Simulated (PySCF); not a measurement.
Ba: electron affinity

Ba⁻ [Xe] 5d1 6s2 (2D) → Ba [Xe] 6s2 (1S), as a difference of total energies. All numbers are calculated (PySCF 2.14, scalar relativity through the core potential, in def2-TZVPPD with the def2 core potential (46 electrons)). Correlated levels: valence and next inner shell: nothing frozen outside the core potential. The calculations carry no spin-orbit coupling.

| method | electron affinity (eV) |
| --- | --- |
| UHF | -1.050 |
| MP2 (valence and next inner shell) | -0.925 |
| SCS-MP2 (valence and next inner shell) | -0.930 |
| CCSD (valence and next inner shell) | -0.710 |
| CCSD(T) (valence and next inner shell) | -0.643 |

The configuration of this anion was assumed by filling the next shell in order. It is not the known or likely ground configuration (Ca⁻, Sr⁻ and Ba⁻, for instance, bind a p electron), so these values are not the electron affinity of the element.

A negative affinity means that the anion lies above the atom at that level of theory.

The coupled-cluster amplitudes are large for Ba⁻ (T1 above 0.03 or a double amplitude above 0.15), so a single reference is strained.
